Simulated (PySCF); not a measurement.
**Excitation energy of Li by level of theory**

Li [He] 2s1 (2S) → Li [He] 2p1 (2P), as a difference of total energies. All numbers are calculated (PySCF 2.14, scalar relativity by spin-free X2C-1e, in aug-cc-pCVTZ-DK). Correlated levels: valence and next inner shell: nothing frozen. The calculations carry no spin-orbit coupling.

```json
{"method": "UHF", "excitation energy (eV)": "1.842"}
{"method": "LDA", "excitation energy (eV)": "1.600"}
{"method": "PBE", "excitation energy (eV)": "1.559"}
{"method": "PBE0", "excitation energy (eV)": "1.642"}
{"method": "r2SCAN", "excitation energy (eV)": "1.609"}
{"method": "HSE06", "excitation energy (eV)": "1.626"}
{"method": "BP86", "excitation energy (eV)": "1.513"}
{"method": "M06-2X", "excitation energy (eV)": "1.722"}
{"method": "PBEsol", "excitation energy (eV)": "1.566"}
{"method": "MP2 (valence and next inner shell)", "excitation energy (eV)": "1.850"}
{"method": "SCS-MP2 (valence and next inner shell)", "excitation energy (eV)": "1.853"}
```

Errors of the correlated levels include the incompleteness of this basis.

For comparison: 1.848 eV (measured; NIST levels, between the centres of gravity of the two terms).
